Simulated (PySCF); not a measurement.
**Bonding in `CC[C@@H](C)[C@@H](F)CC#[O+]`**

C7H12FO (charge +1).
Numbering: `[CH3:1][CH2:2][C@@H:3]([CH3:4])[C@@H:5]([F:6])[CH2:7][C:8]#[O+:9]` (hydrogens: H10, H11, H12 on C1; H13, H14 on C2; H15 on C3; H16, H17, H18 on C4; H19 on C5; H20, H21 on C7)

Structure used (GFN2-xTB), in Å, numbered top down from 1:
```xyz
21
C7H12FO angstrom
C     -2.097   -0.972    0.577
C     -1.318    0.332    0.717
C     -0.375    0.638   -0.450
C      0.314    1.989   -0.275
C      0.634   -0.484   -0.708
F      1.387   -0.212   -1.804
C      1.643   -0.603    0.517
C      2.514   -1.649    0.341
O      3.195   -2.513    0.126
H     -2.603   -1.015   -0.383
H     -1.463   -1.850    0.677
H     -2.855   -1.026    1.353
H     -0.768    0.339    1.663
H     -2.032    1.155    0.772
H     -0.969    0.675   -1.373
H      0.774    2.085    0.708
H     -0.420    2.785   -0.363
H      1.062    2.148   -1.049
H      0.140   -1.445   -0.887
H      2.187    0.354    0.565
H      1.041   -0.713    1.431
```

Bond orders from the PBE0/pcSseg-1 density (PySCF). Isolated species at its GFN2-xTB geometry (one conformer only).

Q: Where do the orders between heavy atoms depart from those drawn in the SMILES?

A: The largest departure is 0.536, at C8–O9 (drawn triple, 2.464). Drawn single, order above 1.12: C7–C8 (1.193). Drawn single, order below 0.88: C5–C7 (0.837). Drawn double or triple, more than 0.30 short of the drawn order: C8–O9 (2.464). The SMILES, with its formal charges, is one Lewis structure only.

Q: Give the Mayer order of every bond between heavy atoms, beside its length.

A: 
```
 bond  drawn as  length (Å)  Mayer order
C1–C2    single       1.525        1.054
C2–C3    single       1.531        0.985
C3–C4    single       1.527        1.022
C3–C5    single       1.531        1.003
C5–F6    single       1.358        0.909
C5–C7    single       1.592        0.837
C7–C8    single       1.373        1.193
C8–O9    triple       1.121        2.464
```

By pair of heavy elements: C–C: lowest C5–C7 (0.837, 1.592 Å), highest C7–C8 (1.193, 1.373 Å).

Q: And the bonds to hydrogen?

A: C–H: 0.84 to 0.96 (12 bonds).

Q: Sum the orders of all bonds at each heavy atom with more than one neighbour and set the sums beside the valence in the SMILES.

A: C1 3.928 (drawn 4), C2 3.908 (drawn 4), C3 3.922 (drawn 4), C4 3.874 (drawn 4), C5 3.680 (drawn 4), C7 3.722 (drawn 4), C8 3.657 (drawn 4). Orders between atoms that aren't bonded are not in these sums.

The Mayer order sums products of elements of PS (density times overlap matrix) between the two atoms' basis functions, so it depends on the basis set.

The run behind these numbers computed NMR shieldings as well. On an Arm Neoverse N1 with one thread, no GPU (shared host), this took 86 s wall (grids of density and orbitals included) and 0.97 GiB of memory at its peak.
